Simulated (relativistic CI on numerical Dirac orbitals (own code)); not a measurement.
# One change at a time: Gd³⁶⁺

Base calculation: Dirac-Coulomb-Breit CI, separate exchange-only KLI orbitals for each configuration, model QED (radiative potential, 1s self-energy scaled to tabulated hydrogen-like ionisation energies), unscaled Slater integrals.

Configurations in the expansion (outside the closed core [Ne]): 3s2 3p6 3d10, 3s2 3p6 3d9 4s, 3s2 3p6 3d9 4p, 3s2 3p6 3d9 4d, 3s2 3p5 3d10 4s, 3s2 3p6 3d9 4f, 3s2 3p5 3d10 4p, 3s2 3p6 3d8 4s2, 3s2 3p6 3d8 4s 4p, 3s2 3p5 3d10 4d, 3s 3p6 3d10 4s, 3s2 3p6 3d9 5s, 3s2 3p6 3d8 4p2, 3s2 3p6 3d9 5p, 3s2 3p6 3d8 4s 4d, 3s2 3p5 3d10 4f. Levels of other configurations are missing.

Variants: (1) configuration mixing switched off. Shifts of the energy above 3s2 3p6 3d10 1S_0, in eV, for the lowest level and the first level of each name with at least 55 % of one term (blank where a level changes its place among those of its configuration and J or its character, or is not in the variant):

```csv
Level,Base,Δ(1)
3s2 3p6 3d10 1S_0,0.00,0.00
3s2 3p6 3d9 4s 3D_3,1028.45,+0.25
3s2 3p6 3d9 4s 1D_2,1029.93,+0.21
3s2 3p6 3d9 4s 3D_1,1060.84,+0.23
3s2 3p6 3d9 4s 3D_2,1061.86,+0.17
3s2 3p6 3d9 4p 3P°_2,1102.11,+0.36
3s2 3p6 3d9 4p 3F°_2,1134.64,+0.14
3s2 3p6 3d9 4p 3F°_4,1149.62,+0.17
3s2 3p6 3d9 4p 1P°_1,1152.23,+0.51
3s2 3p6 3d9 4p 3D°_3,1153.79,+0.03
3s2 3p6 3d9 4p 3P°_0,1179.25,+0.49
3s2 3p6 3d9 4d 1P_1,1274.44,+0.48
3s2 3p6 3d9 4d 3G_5,1275.53,+0.05
3s2 3p6 3d9 4d 3D_3,1278.66,+0.11
3s2 3p6 3d9 4d 3F_4,1280.17,-0.03
3s2 3p6 3d9 4d 3P_0,1287.19,+0.33
3s2 3p6 3d9 4d 3G_3,1298.58,+0.01
3s2 3p6 3d9 4d 3F_2,1303.20,+0.01
3s2 3p6 3d9 4d 1S_0,1339.69,+3.73
3s2 3p5 3d10 4s 3P°_2,1375.95,-0.55
3s2 3p5 3d10 4s 1P°_1,1378.50,-0.27
3s2 3p6 3d9 4f 3P°_0,1393.98,+0.38
```

At this charge energies of transitions that change n are usually good to better than 1 %, and those within a shell (Δn = 0) to a few per cent.

Ionisation energy from the two ground configurations alone: base 2621.08 eV. The NIST ASD value (theoretical) is 2621 eV.

LS names give the leading component of a level, which can be under half, so a name can repeat, a term be missing and a line seem to break the LS rules.
